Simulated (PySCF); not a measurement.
# O: excitation energy

O [He] 2s2 2p4 (3P) → O [He] 2s1 2p5 (3P), as a difference of total energies. Computed with PySCF 2.14 in x2c-QZVPPall with one added diffuse shell each of s, p, d, f type (8s5p4d3f1g, 73 functions), with the spin-free X2C one-electron Hamiltonian (Gaussian nucleus). Correlated levels: valence: 1s2 frozen; valence and next inner shell: nothing frozen. The calculations carry no spin-orbit coupling.

| method | excitation energy (cm⁻¹) |
| --- | --- |
| UHF | 136300 |
| LDA | 115620 |
| PBE | 117240 |
| PBE0 | 122460 |
| r2SCAN | 122440 |
| revPBE | 117600 |
| wB97M-V | 123830 |
| B2PLYP | 124880 |
| r2SCAN0 | 125590 |
| MP2 (valence) | 129350 |
| SCS-MP2 (valence) | 128840 |
| MP2 (valence and next inner shell) | 128990 |
| SCS-MP2 (valence and next inner shell) | 128600 |

The upper state lies above the first ionisation limit, where it may autoionise and the basis confines it.
